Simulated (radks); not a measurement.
The silver ion Ag2+ inside a hard spherical wall (all orbitals vanish at R), configuration held at [Kr] 4d9 and not refilled when levels cross. Method: scalar-relativistic Kohn-Sham, LDA (Slater exchange, VWN5 correlation), spin-polarised, spherical densities, finite nucleus; open shells are filled with parallel spins first (spin-orbit coupling, left out, can overturn this in heavy ions); Fermi nuclear charge, rms radius 4.5454 fm; computed with a radial shooting solver on a logarithmic mesh with Libxc functionals. Eigenvalues in eV for spin up, with the zero of energy where the potential of the charges vanishes at infinity; a dash marks a level that is unbound or too diffuse for the functional's potential to be trusted. A positive occupied level is held by the wall or, in an anion where self-interaction has pushed it up, behind a barrier. The pressure on the wall is -dE/dV.

R (bohr)  E (hartree)  kinetic (hartree)    e(3d)    e(4s)    e(4p)    e(4d)  e(5s, empty)  e(5p, empty)  pressure (GPa)
free      -5309.93051           5514.750  -381.79  -117.99  -81.457  -29.478       -21.270       -14.572               0
20        -5309.93051           5514.750  -381.79  -117.99  -81.457  -29.478       -21.270       -14.572        < 0.0001
12        -5309.93051           5514.750  -381.79  -117.99  -81.457  -29.478       -21.270       -14.572        < 0.0001
7         -5309.93050           5514.750  -381.79  -117.99  -81.456  -29.477       -21.259       -14.497         0.00213
6         -5309.93029           5514.753  -381.78  -117.98  -81.445  -29.466       -21.197       -14.253          0.0371
5         -5309.92775           5514.781  -381.66  -117.88  -81.347  -29.375       -20.808       -13.299           0.638
4         -5309.89891           5515.018  -380.83  -117.16  -80.660  -28.707       -18.649        -9.564            11.1
